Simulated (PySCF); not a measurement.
Compound: C2H4BClS2.
Atom-mapped SMILES: `[Cl:1][B:2]1[S:3][CH2:4][CH2:5][S:6]1` (hydrogens: H7, H8 on C4; H9, H10 on C5)

Computed by this run: PBE0-D3(BJ)/def2-SVP geometry optimisation, gas phase in PySCF 2.14.0; density fitting, grid level 1; the optimiser is geomeTRIC in internal coordinates, started from a GFN2-xTB structure with every atom displaced at random (about 0.01 Å).

Geometry at step 1:
```
atom  x, y, z in Å
Cl1     3.3964    0.6806    0.0074
B2      1.6803    0.3401    0.0169
S3      0.5603    1.0569    1.2244
C4     -0.9144    0.5457    0.2603
C5     -0.6728   -0.8427   -0.2614
S6      0.9600   -0.8853   -1.0870
H7     -0.9940    1.2351   -0.6012
H8     -1.8075    0.6286    0.8919
H9     -1.4506   -1.1162   -1.0025
H10    -0.6619   -1.5905    0.5382
```

**Question.** Give the atomic forces at this geometry.

**Answer.** 
```tsv
atom	Fx (eV/Å)	Fy (eV/Å)	Fz (eV/Å)
Cl1	0.067	0.065	-0.026
B2	0.160	-0.359	0.192
S3	-0.123	0.276	-0.109
C4	0.317	0.239	-0.152
C5	-0.317	-0.198	-0.471
S6	-0.042	0.161	-0.072
H7	-0.170	0.021	0.253
H8	-0.068	-0.039	0.052
H9	0.225	-0.035	0.162
H10	-0.048	-0.131	0.171
```

The largest, 0.60 eV/Å, acts on C5; the rms over all components is 0.192 eV/Å. The forces sum to zero within rounding, as they must for an isolated molecule in no field.

**Question.** Give the force on C5 in Eh/bohr and in nN.

**Answer.** 0.601 eV/Å ÷ 51.422 = 0.01169 Eh/bohr, and 0.601 eV/Å × 1.602 = 0.96 nN.

**Question.** How far is this geometry from the end of the optimisation?

**Answer.** 0.051 eV above it, and 0.089 Å rms away after alignment. The bonds farthest from their final lengths, with half the difference of the two atoms' forces along the bond (positive lengthens):

```
  bond  now (Å)  final (Å)  force along bond (eV/Å)
 C4–C5    1.503      1.514                    +0.21
 C5–H9    1.109      1.100                    -0.42
C5–H10    1.095      1.101                    +0.21
 C4–H7    1.106      1.101                    -0.21
 S3–C4    1.835      1.830                    -0.16
 C4–H8    1.097      1.100                    +0.20
```

The angle farthest from its final value is C5–C4–H7, 108.5° against 111.2°.

The cost below is that of the whole optimisation. The run took 43 s wall on an Arm Neoverse V1 with one thread, no GPU (shared host), and the process peaked at 0.52 GiB of memory.
